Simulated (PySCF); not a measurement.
Isomers of C12H8. Method used: PySCF, PBE0-D3(BJ)/def2-SVP geometry optimisation, gas phase. One conformer each; no zero-point energy, no entropy. No frequencies were run at this level. Point groups hold within 0.08 Å.

Problem. Rank from lowest to highest electronic energy at this level (kJ/mol).
A. biphenylene (`c1ccc2c(c1)-c1ccccc1-2`)
B. `c1c2c3c(C=Cc3cc1)ccc2` (acenaphthylene)
C. `C#C/C=C1/C=CC2=CC=CC=C21`

Solution. B (0.0), A (156.4), C (256.0).

As drawn, the highest has a C≡C bond, which the lowest lacks.

```json
{"SMILES": "C1=Cc2cccc3cccc1c23", "E (Eh)": "-461.24066", "E rel (kJ/mol)": "0.0", "dipole (D)": "0.37", "point group": "C2v", "A, B, C (MHz)": "1514, 1222, 676.1"}
{"SMILES": "c1ccc2c(c1)-c1ccccc1-2", "E (Eh)": "-461.18110", "E rel (kJ/mol)": "156.4", "dipole (D)": "0.00", "point group": "D2h", "A, B, C (MHz)": "2815, 673.4, 543.4"}
{"SMILES": "C#C/C=C1/C=Cc2ccccc21", "E (Eh)": "-461.14317", "E rel (kJ/mol)": "256.0", "dipole (D)": "0.18", "point group": "Cs", "A, B, C (MHz)": "1602, 827.8, 545.8"}
```
